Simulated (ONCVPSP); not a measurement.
**Scattering properties, ONCV potential for Ni (Z = 28)**

ONCVPSP 4.0.1 input, shortened (lines: element, Z, core and valence counts, functional; n l f; lmax; l rc ep ncon nbas qcut; lloc lpopt rc5 dvloc0; l nproj debl; icmod fcfact rcfact), PBE, scalar-relativistic:

```
  Ni 28.00    3    4        4      upf
    1    0    2.00
    2    0    2.00
    2    1    6.00
    3    0    2.00
    3    1    6.00
    3    2    8.00
    4    0    2.00
    3
    0    1.05    0.00    4    8   11.80
    1    0.95    0.00    4    7   14.10
    2    1.05    0.00    3    7   17.80
    3    1.15    0.15    5    9   10.30
    4    5    0.85    2.00
    0    2    2.00
    1    2    0.70
    2    2    0.30
    3    2    3.60
    0    0.00    0.00
```

In the p channel the program set the typed energies aside and used -2.623, 0.250 Ha. In the d channel the program set the typed energies aside and used -0.326, 0.250 Ha.

The phase is arctan(r·R′/R) of the radial function R(r), unwrapped; energies in Ha, scanned from -6 to 5 Ha. A pole is an energy at which the radial function vanishes at the test radius. The pseudo phase is shifted by a multiple of π to meet the all-electron one at the reference energy, and phase errors are pseudo minus all-electron; the curves can meet again beyond the range given. Levels narrower than the energy grid can be missing from the lists of poles.

```tsv
channel	radius (bohr)	reference energy (Ha)	poles, all-electron	poles, pseudo	unbroken range about the reference energy with phases within 0.05 rad	phase error 1 Ha above the reference energy (rad)
s	1.06	-0.21	-2.29	-2.29	the whole range	+0.000
p	0.97	-2.62	0.44	0.44	the whole range	-0.000
d	1.06	-0.33	1.58	1.58	the whole range	-0.000
f	1.17	0.15	none	none	the whole range	+0.000
```

Phases in the f channel:

| E (Ha) | all-electron | pseudo |
| --- | --- | --- |
| -5.96 | 1.314 | 1.314 |
| -5.68 | 1.308 | 1.308 |
| -5.40 | 1.303 | 1.303 |
| -5.12 | 1.297 | 1.297 |
| -4.84 | 1.291 | 1.291 |
| -4.56 | 1.285 | 1.285 |
| -4.28 | 1.278 | 1.278 |
| -4.00 | 1.271 | 1.271 |
| -3.72 | 1.263 | 1.263 |
| -3.44 | 1.254 | 1.254 |
| -3.16 | 1.245 | 1.245 |
| -2.88 | 1.236 | 1.236 |
| -2.60 | 1.225 | 1.225 |
| -2.32 | 1.214 | 1.214 |
| -2.04 | 1.201 | 1.201 |
| -1.76 | 1.188 | 1.188 |
| -1.48 | 1.173 | 1.173 |
| -1.20 | 1.157 | 1.157 |
| -0.92 | 1.139 | 1.139 |
| -0.64 | 1.118 | 1.118 |
| -0.36 | 1.095 | 1.095 |
| -0.08 | 1.070 | 1.070 |
| 0.20 | 1.041 | 1.041 |
| 0.48 | 1.007 | 1.007 |
| 0.76 | 0.969 | 0.969 |
| 1.04 | 0.924 | 0.924 |
| 1.32 | 0.871 | 0.871 |
| 1.60 | 0.808 | 0.808 |
| 1.88 | 0.732 | 0.732 |
| 2.16 | 0.641 | 0.641 |
| 2.44 | 0.531 | 0.531 |
| 2.72 | 0.398 | 0.398 |
| 3.00 | 0.241 | 0.241 |
| 3.28 | 0.063 | 0.063 |
| 3.56 | -0.129 | -0.129 |
| 3.84 | -0.322 | -0.322 |
| 4.12 | -0.503 | -0.503 |
| 4.40 | -0.662 | -0.662 |
| 4.68 | -0.798 | -0.798 |
| 4.96 | -0.912 | -0.912 |
